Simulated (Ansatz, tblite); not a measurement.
Removing and adding an electron: `c1coc(-c2ccc(-c3ccc(-c4ccc(-c5ccco5)o4)o3)o2)c1`. Total charge 0; singlet. Geometry: PBE-D4/def2-SVP. Ansatz, gas phase; energy differences of separate SCF runs; the oxidised species was run as a doublet alone; the reduced species was run as a doublet alone.

The xTB rows come from tblite. Single mean-field runs in def2-TZVP are fitted with def2-universal-jkfit.

| level | −HOMO (eV) | vertical IE (eV) | −LUMO (eV) | vertical EA (eV) | HOMO–LUMO gap (eV) | IE − EA (eV) | remarks |
| --- | --- | --- | --- | --- | --- | --- | --- |
| GFN1-xTB | 10.31 | 12.02 | 8.31 | 6.58 | 2.00 | 5.44 | – |
| GFN2-xTB | 9.60 | 11.34 | 7.55 | 5.81 | 2.05 | 5.54 | – |
| PBE-D4/def2-TZVP | 4.29 | 5.94 | 2.39 | 0.82 | 1.90 | 5.11 | HOMO above zero (-1 doublet) |
| PBE0-D4/def2-TZVP | 4.99 | 6.12 | 1.75 | 0.71 | 3.24 | 5.41 | HOMO above zero (-1 doublet) |

   A HOMO above zero means that the electron is unbound at that level or that self-interaction error raises the level; the energy of removing that electron tells which. Raw xTB energy differences between charge states are shifted by several eV; the methods need an empirical correction for them. Sets without diffuse functions give affinities that are too small.
